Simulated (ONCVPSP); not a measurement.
## What one change does to a pseudopotential (iron, ONCV)

| Quantity | Value |
| --- | --- |
| Element | iron |
| Generator | ONCVPSP 4.0.1 |
| Type | optimised norm-conserving Vanderbilt (ONCV) |
| Functional | PBE |
| Relativity | scalar-relativistic |
| Frozen core | [Ne] |
| Valence charge | 16 |
| Reference configuration | 3s2 3p6 3d6 4s2 |
| Partial waves | 3s+4s: rc 1.40 bohr, ncon 4, nbas 8, qcut 9.2 1/bohr, 2 projectors; 3p: rc 1.05 bohr, ncon 4, nbas 8, qcut 10.6 1/bohr, 1 projector; 3d: rc 1.00 bohr, ncon 4, nbas 9, qcut 16.5 1/bohr, 2 projectors, debl 1.8 Ha |
| Local potential | polynomial inside 0.95 bohr (lpopt 5, dvloc0 0 Ha) |
| Core correction | Teter function, fcfact 4.25, rcfact 1.15 |

Change: p: rc 0.82; local potential polynomial inside 0.82 bohr (lpopt 5, dvloc0 0 Ha).

Cutoffs: the cutoffs (Ha) at which the residual kinetic energy of the hardest occupied pseudo-wave falls to 1 and 0.1 mHa per electron; they do not see the model core or the augmentation charge, which bear on the density cutoff. Errors are all-electron minus pseudo energies relative to the spin-unpolarised reference configuration.

Task: How do hardness, ghosts and transferability respond?

Result: The potential gets harder (96 Ha and 110 Ha → 96 Ha and 246 Ha); the errors of the 4 common tests hardly move; neither file shows a bound ghost. A smaller radius makes the pseudo-wave follow the all-electron one further in, where it bends more sharply, so more plane waves are needed.

```csv
quantity,base,changed
"cutoff, loose",96 Ha,96 Ha
"cutoff, tight",110 Ha,246 Ha
loose cutoff by channel,"s 27 Ha, p 32 Ha, d 96 Ha","s 27 Ha, p 53 Ha, d 96 Ha"
bound ghosts,none,none
GHOST(+) flags under 300 eV,none,none
"error for 3s2 3p6 3d6 4s1, meV [ΔE 8.73 eV]",-0.4,-0.4
"error for 3s2 3p6 3d6 4s0, meV [ΔE 24.93 eV]",-0.5,-0.5
"error for 3s2 3p6 3d5 4s0, meV [ΔE 59.16 eV]",-4.3,-4.9
"error for 3s2 3p6 3d5 4s2, meV [ΔE 14.21 eV]",+7.1,+6.8
s: phases at 1.42 bohr within 0.05 rad from the reference energy up to (Ha; the scan ends near 5),to the end of the scan,to the end of the scan
d: phases at 1.02 bohr within 0.05 rad from the reference energy up to (Ha; the scan ends near 5),to the end of the scan,to the end of the scan
"rms error of d²Exc/dni dnj with the model core, mHa",1.37,1.37
```
